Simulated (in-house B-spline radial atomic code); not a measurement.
**RPA and G0W0 on BHandHLYP: V8+**

Configuration [Ne] 3s2 3p3, highest spin, mean-field start BHandHLYP. Computed with a B-spline radial code for spherical atoms: all electrons, non-relativistic, point nucleus, each spin shell either full or empty, empty states to l = 9 with an (l + 1/2)⁻⁴ tail; G0W0 by contour deformation at full frequency.

Command:
```bash
python run_gw.py task.json out
```
Settings (radii: box in bohr, nucleus in fm):
```
Z                        23
electrons                15
configuration            [Ne] 3s2 3p3
hamiltonian              nr
method                   bhandhlyp
lmax                     9
spin_polarised           True
box_radius               7.7
intervals                47
```

Time taken, with all properties: 1.9 s on 1 thread of Arm Neoverse N1 (shared host).

Energies (hartree):

```tsv
term	value
mean-field total	-921.30100
Hartree-Fock functional on these orbitals	-920.63562
direct second order	-1.0342
second-order exchange	0.37505
SOSEX correction	0.34749
```

Problem. What is the RPA correlation energy, and what remains with SOSEX?

Solution. RPA gives -0.93456 hartree (-1.7 eV per electron); RPA + SOSEX gives -0.58707, and the second-order doubles -0.65913 hartree (no singles). RPA lacks exchange-type terms and so overcorrelates at short range.

Quasi-particle levels (eV):

| level | occupied | mean field | Σx - vxc | Σc | QP weight | G0W0 |
| --- | --- | --- | --- | --- | --- | --- |
| 3p up | yes | -198.16 | -5.86 | ? | ? | ? |
| 3s down | yes | -216.33 | -3.00 | -3.40 | 0.971 | -222.74 |
| 2p down | yes | -695.93 | -19.67 | 6.00 | 0.951 | -709.60 |
| 3p down | no | -178.48 | 8.07 | -3.33 | 0.968 | -173.74 |

G0W0 = mean field + (Σx - vxc) + Σc, with Σc (partial-wave tail included) taken at the quasi-particle energy. Only the outer levels were computed. Levels of low weight are left out.

Problem. Where does G0W0 put 3p up?

Solution. At -204.45 eV, with Σc = -0.43 eV and a quasi-particle weight of 0.969. The tabulated removal energy is 206 ± 0.4 eV (NIST, semi-empirical); the calculation leaves out relativity, Breit and QED terms, and what these don't explain is the method's own error.
